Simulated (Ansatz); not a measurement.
Program: Ansatz. Geometries: PBE0-D4/def2-TZVP. ΔE: electronic, gas phase. CCSD(T)/CBS adds triple-zeta CCSD(T) − MP2 to the extrapolated MP2 energy (def2 sets, frozen cores). This one scheme is used for every species, atoms too. Functionals use def2-TZVPP. B3LYP here is the variant with VWN-RPA as its local correlation; programs differ in this. HSE06 is defined as in plane-wave codes. No spin–orbit coupling; open shells (•) take unrestricted orbitals. Spin–orbit coupling would lower the free atoms: a little for F. Elements past krypton have def2 core potentials. Bonds to Sn are less sure, by a few kJ/mol each and by 10 to 20 or more in all where they break to atoms, as the def2 sets lack core-valence functions.

Reaction (homolysis of the F–Sn bond): `N#[C][SnH2][F]` → F• + `N#[C][SnH2]`•

| level | ΔE (kJ/mol) | difference from CCSD(T)/CBS |
| --- | --- | --- |
| r2SCANh-D4 | 469.1 | -34.2 |
| BHLYP-D4 | 447.4 | -55.9 |
| ωB97M-V | 485.1 | -18.2 |
| PBE-QIDH | 474.8 | -28.5 |
| revPBE | 468.5 | -34.8 |
| BLYP | 480.9 | -22.4 |
| B3LYP | 472.1 | -31.2 |
| r2SCAN0 | 455.0 | -48.3 |
| HSE06 | 469.3 | -34.0 |
| BHLYP | 445.1 | -58.2 |
| CAM-B3LYP | 485.8 | -17.5 |
| RPA@PBE/def2-TZVPP | 439.7 | -63.6 |
| CCSD/def2-SVP | 441.3 | -62.0 |
| HF/def2-TZVPP | 325.6 | -177.7 |
| HF/def2-QZVPP | 330.3 | -173.0 |
| SCS-MP2/def2-QZVPP | 515.4 | 12.1 |
| CCSD(T)/CBS | 503.3 | 0 |

Largest T1 diagnostic among the species: 0.018.

In def2-TZVPP, CCSD(T) changes the Hartree–Fock value by +150.6 kJ/mol (the triples alone add +11.5 kJ/mol) and MP2 by +184.8 kJ/mol; breaking electron pairs costs correlation energy, which Hartree–Fock lacks. From r2SCAN to r2SCAN0 (25 % exact exchange), in def2-TZVPP and without D4, ΔE moves by −23.0 kJ/mol: exact exchange takes away binding that semilocal exchange gives to molecules. Leaving LDA and LC-ωPBE aside and taking each functional with its dispersion term where it has one, the values, not all of them listed here, spread over 47.5 kJ/mol, from BHLYP-D4 to PBE-D4. LDA lies +75.9 kJ/mol from PBE without D4, its usual overbinding.

CCSD(T)/CBS has its own doubt, a few kJ/mol and more with outer-core shells, so smaller differences from it don't rank the levels.
